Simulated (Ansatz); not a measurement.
`CN(C)c1cc2cc3sc(-c4cc5cc6sc(-c7cc8cc9sc(C#N)cc9cc8s7)cc6cc5s4)cc3cc2s1`. Total charge 0; singlet. Geometry PBE-D4/def2-SVP.

```xyz
59

C     4.4677    7.9556   -8.6298
N     3.1459    7.3618   -8.5777
C     2.3616    7.3017   -9.7955
C     2.8148    6.4980   -7.5642
C     1.7253    5.6399   -7.4833
C     1.6677    4.9169   -6.2477
C     0.7088    3.9741   -5.8162
C     0.8769    3.3824   -4.5616
S    -0.1759    2.1872   -3.8267
C     0.8443    2.1034   -2.3821
C     0.4891    1.2134   -1.3061
C    -0.6166    0.3842   -1.1996
C    -0.6548   -0.3755    0.0115
C    -1.6246   -1.3078    0.4426
C    -1.4372   -1.9287    1.6779
S    -2.4984   -3.1132    2.4182
C    -1.4428   -3.2443    3.8314
C    -1.7928   -4.1406    4.9054
C    -2.9004   -4.9658    5.0132
C    -2.9357   -5.7282    6.2234
C    -3.9069   -6.6562    6.6550
C    -3.7175   -7.2795    7.8912
S    -4.7841   -8.4581    8.6286
C    -3.7195   -8.5850   10.0328
C    -4.0543   -9.4604   11.0947
N    -4.3384  -10.1895   11.9732
C    -2.6073   -7.7655    9.9367
C    -2.5763   -7.0062    8.7248
C    -1.6031   -6.0763    8.2921
C    -1.7934   -5.4554    7.0597
S    -0.7318   -4.2744    6.3152
C    -0.3372   -2.4157    3.7264
C    -0.3007   -1.6531    2.5173
C     0.6691   -0.7191    2.0867
C     0.4817   -0.0987    0.8525
S     1.5437    1.0839    0.1097
C     1.9326    2.9563   -2.4762
C     1.9820    3.6973   -3.6979
C     2.9407    4.6458   -4.1266
C     2.7696    5.2314   -5.3772
S     3.8399    6.4181   -6.1162
H     4.7616    8.3206   -7.6235
H     5.2556    7.2477   -8.9840
H     4.4523    8.8305   -9.3089
H     2.4993    6.3424  -10.3496
H     2.6535    8.1362  -10.4603
H     1.2814    7.4089   -9.5648
H     0.9853    5.5204   -8.2832
H    -0.1451    3.7175   -6.4599
H    -1.3890    0.3235   -1.9789
H    -2.4986   -1.5302   -0.1865
H    -3.6761   -5.0233    4.2369
H    -4.7837   -6.8749    6.0287
H    -1.8392   -7.7164   10.7196
H    -0.7265   -5.8580    8.9190
H     0.4364   -2.3550    4.5050
H     1.5432   -0.4968    2.7159
H     2.6842    3.0496   -1.6793
H     3.7938    4.9029   -3.4817
```

B3LYP takes the VWN-RPA correlation. Single mean-field runs in 6-31G, def2-SVP, def2-mTZVP are fitted with def2-universal-jkfit.

(1) Estimate the orbital energies around the gap (eV) in Ansatz with HF/STO-3G, PBE-D4/def2-SVP, revPBE-D4/def2-SVP, r2SCAN-D4/def2-mTZVP, B3LYP-D4/6-31G.

Results:

(1) 
```json
{"orbital": "HOMO−5", "HF/STO-3G": "-6.47", "PBE-D4/def2-SVP": "-5.88", "revPBE-D4/def2-SVP": "-5.83", "r2SCAN-D4/def2-mTZVP": "-6.14", "B3LYP-D4/6-31G": "-6.54"}
{"orbital": "HOMO−4", "HF/STO-3G": "-6.10", "PBE-D4/def2-SVP": "-5.58", "revPBE-D4/def2-SVP": "-5.54", "r2SCAN-D4/def2-mTZVP": "-5.84", "B3LYP-D4/6-31G": "-6.25"}
{"orbital": "HOMO−3", "HF/STO-3G": "-5.83", "PBE-D4/def2-SVP": "-5.30", "revPBE-D4/def2-SVP": "-5.26", "r2SCAN-D4/def2-mTZVP": "-5.57", "B3LYP-D4/6-31G": "-5.98"}
{"orbital": "HOMO−2", "HF/STO-3G": "-5.71", "PBE-D4/def2-SVP": "-5.26", "revPBE-D4/def2-SVP": "-5.21", "r2SCAN-D4/def2-mTZVP": "-5.51", "B3LYP-D4/6-31G": "-5.90"}
{"orbital": "HOMO−1", "HF/STO-3G": "-5.08", "PBE-D4/def2-SVP": "-5.01", "revPBE-D4/def2-SVP": "-4.96", "r2SCAN-D4/def2-mTZVP": "-5.23", "B3LYP-D4/6-31G": "-5.55"}
{"orbital": "HOMO", "HF/STO-3G": "-4.25", "PBE-D4/def2-SVP": "-4.47", "revPBE-D4/def2-SVP": "-4.42", "r2SCAN-D4/def2-mTZVP": "-4.66", "B3LYP-D4/6-31G": "-4.90"}
{"orbital": "LUMO", "HF/STO-3G": "3.62", "PBE-D4/def2-SVP": "-3.07", "revPBE-D4/def2-SVP": "-3.01", "r2SCAN-D4/def2-mTZVP": "-3.13", "B3LYP-D4/6-31G": "-2.47"}
{"orbital": "LUMO+1", "HF/STO-3G": "4.60", "PBE-D4/def2-SVP": "-2.45", "revPBE-D4/def2-SVP": "-2.39", "r2SCAN-D4/def2-mTZVP": "-2.49", "B3LYP-D4/6-31G": "-1.77"}
{"orbital": "LUMO+2", "HF/STO-3G": "5.75", "PBE-D4/def2-SVP": "-1.88", "revPBE-D4/def2-SVP": "-1.82", "r2SCAN-D4/def2-mTZVP": "-1.89", "B3LYP-D4/6-31G": "-1.10"}
{"orbital": "LUMO+3", "HF/STO-3G": "6.97", "PBE-D4/def2-SVP": "-1.49", "revPBE-D4/def2-SVP": "-1.42", "r2SCAN-D4/def2-mTZVP": "-1.49", "B3LYP-D4/6-31G": "-0.55"}
{"orbital": "LUMO+4", "HF/STO-3G": "7.11", "PBE-D4/def2-SVP": "-1.29", "revPBE-D4/def2-SVP": "-1.22", "r2SCAN-D4/def2-mTZVP": "-1.28", "B3LYP-D4/6-31G": "-0.32"}
{"orbital": "LUMO+5", "HF/STO-3G": "7.43", "PBE-D4/def2-SVP": "-1.14", "revPBE-D4/def2-SVP": "-1.08", "r2SCAN-D4/def2-mTZVP": "-1.14", "B3LYP-D4/6-31G": "-0.17"}
```
